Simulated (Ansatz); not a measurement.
Reactions of F3HSeTi, SMILES `[F][Ti]([F])([F])[SeH]`.

Gas-phase electronic energies from Ansatz, PBE0-D4/def2-TZVP geometries. CCSD(T)/CBS adds triple-zeta CCSD(T) − MP2 to the extrapolated MP2 energy (def2 sets, frozen cores). This one scheme is used for every species. def2 core potentials past Kr. For I, Se, Ti outer-core shells are correlated without core-valence functions, which leaves a few kJ/mol of doubt a bond. Scalar relativity is left out up to krypton. One conformer a species, not always the lowest.

Q: Order these by ΔE at CCSD(T)/CBS, lowest first. (Best estimate.)
A. `[F][Ti]([F])([F])[SeH]` + H–F → `[F][Ti]([F])([F])[F]` + H₂Se
B. `[F][Ti]([F])([F])[SeH]` + H₂O → `[OH][Ti]([F])([F])[SeH]` + H–F
C. `[F][Ti]([F])([F])[SeH]` + `ClB(Cl)I` → `[F][Ti]([F])([F])[I]` + `ClB(Cl)[SeH]`
D. `[F][Ti]([F])([F])[SeH]` + HI → `[F][Ti]([F])([F])[I]` + H₂Se
E. `[F][Ti]([F])([F])[SeH]` + H₂S → `[F][Ti]([F])([F])[SH]` + H₂Se

A: A (-14.9 kcal/mol), C (-12.1 kcal/mol), D (-9.4 kcal/mol), E (+2.0 kcal/mol), B (+7.1 kcal/mol).

Largest T1 diagnostic: 0.025, for `[F][Ti]([F])([F])[SH]`.
